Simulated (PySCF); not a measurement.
Bi(NH2)3 relaxed at several levels

Computed with PySCF 2.14.0, def2-SVP on the ligands, density fitting, scalar-relativistic core potentials, no spin-orbit coupling, vacuum. Each row is relaxed at its own level from the same template. Distances are means of the shortest metal–ligand contacts, charges and spins Mulliken's; removal energies are rigid, with the ligand's formal charge and no counterpoise, so too large; for an anion taken off a cation in vacuum most of it is the attraction of opposite charges, and multiply charged cations can part far more cheaply with an electron moved from ligand to metal.

```
level   basis on the metal  point group  M–NH2 (Å)  charge on M (e)  dipole (D)  HOMO–LUMO gap (eV)  removal of one NH2 (eV)  unstable modes (below −25 cm⁻¹)
 PBE0  def2-SVP with ECP60          D3h      2.258             1.24        0.00                1.17                     8.34                                6
```

What does the calculation give for B3LYP, def2-SVP with ECP60?

point group: C3v, M–NH2 (Å): 2.140, charge on M (e): 0.86, dipole (D): 0.78, HOMO–LUMO gap (eV): 5.62, removal of one NH2 (eV): 10.04, unstable modes (below −25 cm⁻¹): not given.
```xyz
10

Bi    0.0000    0.0000   -1.1529
N     1.8503    0.0000   -0.0770
H     1.9450    0.0000    0.9328
H     2.7388    0.0000   -0.5661
N    -0.9252    1.6024   -0.0770
H    -0.9725    1.6844    0.9328
H    -1.3694    2.3719   -0.5661
N    -0.9251   -1.6024   -0.0770
H    -0.9725   -1.6844    0.9328
H    -1.3694   -2.3719   -0.5661
```

Members with unstable modes aren't minima as they stand: saddle points kept by symmetry or, where the modes are soft, flat surfaces and noise. Moved off a saddle point of the template and relaxed again: B3LYP. One start shape was tried for each, so a minimum needn't be the lowest isomer. Small gap, closed shell not tested for a spin-broken solution: Bi(NH2)3.
